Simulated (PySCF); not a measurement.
Computed spin Hamiltonian

Species: C4H4Cl2F (doublet state).
Z-matrix (Å and degrees, GFN2-xTB geometry), rows numbered from 1:
```
F 
C   1  1.3643
Cl  2  1.7610  1  109.32
C   2  1.4453  1  120.00  3   149.37
C   4  1.4681  2   63.11  1   107.95
C   5  1.5129  2  121.41  4   108.97
Cl  6  1.7842  5  110.23  2  -155.19
H   4  1.0672  2  132.23  5  -124.57
H   5  1.0859  2  114.29  4  -109.35
H   6  1.0905  5  110.61  2    86.65
H   6  1.0899  5  111.18  2   -36.08
```

The hyperfine couplings belong to this conformer and change with its torsions.

Identity: `F[C@@]1(Cl)[CH][C@H]1CCl` [radical].

Computed, not measured: PySCF 2.14.0, UKS B3LYP, pcH-1 on C Cl F H, non-relativistic, mean-field spin-orbit, GIAO. Isolated species at its GFN2-xTB geometry (one conformer only). Couplings are sensitive to structure, and on GFN2-xTB geometries they can be far from those on DFT ones. The SCF solution wasn't tested for stability.

```
g1, g2, g3                      : 2.00178, 2.00306, 2.00402
g_iso                           : 2.00295
Form of g                       : rhombic: the two nearest values differ by 43 % of g3 − g1
⟨S²⟩                            : 0.7538 (exact 0.7500)
α and β electrons               : 36, 35
HOMO–LUMO gap, α and β orbitals : 7.08, 4.60 eV
Basis functions                 : 235
```

Isotropic coupling and dipolar principal values T1 to T3, in MHz:

```tsv
atom	isotope	a_iso	of which spin–orbit	T1	T2	T3	Mulliken spin population
F1	19F	50.5	-0.2	-65.0	-53.3	118.3	0.02
C2	13C	-23.8	0.0	-9.1	0.3	8.7	-0.01
Cl3	35Cl	9.2	0.3	-10.0	-8.4	18.3	0.04
C4	13C	248.2	-0.1	-74.9	-71.9	146.8	0.93
C5	13C	-25.5	0.0	-5.6	0.0	5.6	-0.04
C6	13C	31.0	0.0	-4.1	-4.0	8.0	0.03
Cl7	35Cl	1.3	0.0	-0.9	0.0	0.9	0.00
H8	1H	-36.7	0.0	-33.8	-3.8	37.7	-0.03
H9	1H	109.7	0.0	-7.0	-3.3	10.3	0.05
H10	1H	14.3	0.0	-2.7	-1.2	3.9	0.01
H11	1H	-3.1	0.0	-4.4	-1.8	6.2	0.00
```

The largest Mulliken spin population is on C4 (+0.93). The angles at C4 add up to 328.1°, so it is pyramidal.

Axes: g2 points within 5° of the C2–C4 bond.

Under fast tumbling the dipolar parts average out, and these isotropic splittings remain (the largest six): 1 × 1H (H9, I = 1/2, 2 lines) with 3.91 mT, 1 × 19F (F1, I = 1/2, 2 lines) with 1.80 mT, 1 × 1H (H8, I = 1/2, 2 lines) with 1.31 mT, 1 × 1H (H10, I = 1/2, 2 lines) with 0.51 mT, 1 × 35Cl (Cl3, I = 3/2, 4 lines) with 0.33 mT and 1 × 1H (H11, I = 1/2, 2 lines) with 0.11 mT.

Main isotope only: 35Cl (natural samples also hold 24 % 37Cl, magnetic too, which adds its own pattern).

The 13C coupling of C4 (248.2 MHz) shows only in satellite lines or after enrichment, since that isotope makes up about 1.07 % of natural carbon.
